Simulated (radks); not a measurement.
The numbers below are computed, except where a source is named.
Spin polarisation of the 4d5 shell in the technetium ion Tc2+. Start: [Kr] 4d(up 2.5, down 2.5); electrons of 4d are moved from spin down to spin up, other shells keep equal spins. Level of theory: non-relativistic Kohn-Sham, PBE, spin-polarised, spherical densities, point nucleus (a radial shooting solver on a logarithmic mesh with Libxc functionals).

moment (Bohr magnetons)  E - E(0) (eV)  e(4d up) (eV)  e(4d down) (eV)  4p down minus up (eV)
0                                0.000        -22.808          -22.808                  0.000
1                               -0.182        -23.151          -22.423                  0.719
2                               -0.729        -23.455          -21.993                  1.443
3                               -1.645        -23.718          -21.515                  2.174
4                               -2.935        -23.942          -20.985                  2.916
5                               -4.609        -24.126          -20.365                  3.672

At moment 5 the spin-polarisation energy is -4.609 eV and the 4d exchange splitting 3.761 eV, that is 0.752 eV per Bohr magneton; E = -I m^2/4 would give I = 0.737 eV.
